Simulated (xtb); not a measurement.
C₃H₁₁ClSi₂, SMILES C([Si](Cl)(C)C)[SiH3]. All values are semi-empirical tight-binding results from xtb (GFN2-xTB unless named), good for trends rather than for accurate numbers. Geometry: GFN2-xTB. The structure was generated by enumeration, and PubChem lists no compound with its InChIKey, so it may never have been made. The values are those of a single conformer.

| Quantity | Value |
|---|---|
| orbital gap | 5.72 eV |
| dipole moment | 2.45 D |
| zero-point energy | 79.2 kcal/mol |
| G − E(el) at 298.15 K (modified RRHO) | 55.8 kcal/mol |
| static polarisability (D4 model) | 107.4 bohr³ |
| solvation energy, GFN2-xTB/ALPB(water) | -1.2 kcal/mol |
| solvation energy, GFN2-xTB/ALPB(thf) | -6.5 kcal/mol |
